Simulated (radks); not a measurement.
Values are calculated unless marked as measured or tabulated.
Task: These are the eigenvalues of the occupied orbitals of an atom or ion with whole-number occupations (eV). Code: a radial shooting solver on a logarithmic mesh with Libxc functionals. Model: scalar-relativistic Kohn-Sham, AM05, spin-polarised, spherical densities, point nucleus.

| orbital | eigenvalue |
|---|---|
| 1s up | -279.4606 |
| 2p up | -48.3320 |

Which element is it, and in what charge state? The configuration may be excited. Open shells, if any, are filled with parallel spins first.

Result: Z = 5, boron, charge +3: B3+ in 1s1 2p1. The 1s level, -10.27 hartree, gives Z - s = 4.5 by -(Z - s)^2/2, which with screening and relativity narrows Z to a few neighbours, and with so few levels the electron count can be read from the list.
